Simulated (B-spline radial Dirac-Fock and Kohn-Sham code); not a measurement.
Photoionisation of silicon ions at Ag Lα (2984.4 eV)

Method: independent-particle photoionisation in a Dirac-Hartree-Slater potential with a Latter tail, all multipoles, thresholds from Dirac-Fock ΔSCF. Computed with a radial finite-basis atomic code. Cross sections in kb; a dash marks an empty subshell or a threshold above the photon energy.

```csv
ion,configuration,total,2s,2p1/2,2p3/2,3s,3p1/2
Si,[Ne] 3s2 3p2,47.30,2.49,0.363,0.708,0.207,0.00701
Si⁺,[Ne] 3s2 3p1,47.37,2.50,0.364,0.710,0.232,0.00449
Si²⁺,[Ne] 3s2,47.44,2.50,0.366,0.713,0.261,–
Si⁵⁺,[He] 2s2 2p5,47.45,2.69,0.335,0.653,–,–
Si⁸⁺,[He] 2s2 2p2,48.30,3.17,0.178,0.348,–,–
Si¹²⁺,1s2,43.33,–,–,–,–,–
```
